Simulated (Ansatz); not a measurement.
Species: sum formula TaO2Cl, charge 1, multiplicity 2. The spin state was set by rule; other spins were not relaxed. 
Structure (B3LYP-D3(BJ)/def2-TZVP (Ansatz, a quantum-chemistry and plane-wave program) minimum search):
```
Ta
O 1 1.7647
O 1 1.7647 2 94.30
Cl 1 2.2424 2 106.64 3 -108.79
```
Charge +1, spin multiplicity 2.

Basis-set convergence of Hartree-Fock and CCSD(T) correlation energies (hartree) with Ansatz. Valence correlation only, unless marked. UHF or UKS for open shells. No spin-orbit coupling. Frozen are the shells of the preceding noble gas and the d and f shells that filled before the atom's block. In def2 rows, elements after Kr have scalar-relativistic effective core potentials.

The UHF reference is spin-contaminated (<S^2> 0.39 over the pure value in the largest basis). The T1 diagnostic of CCSD in the largest basis is 0.056, which is high, so the coupled-cluster rows are less sure than usual.

| basis | functions | E(HF) | E(corr, CCSD(T)) |
|---|---|---|---|
| def2-SVP | 78 | -665.10175 | -0.66124 |
| def2-TZVPP | 160 | … | … |

Complete the blanks.


- def2-TZVPP, E(HF): -665.47999
- def2-TZVPP, E(corr, CCSD(T)): -0.83480
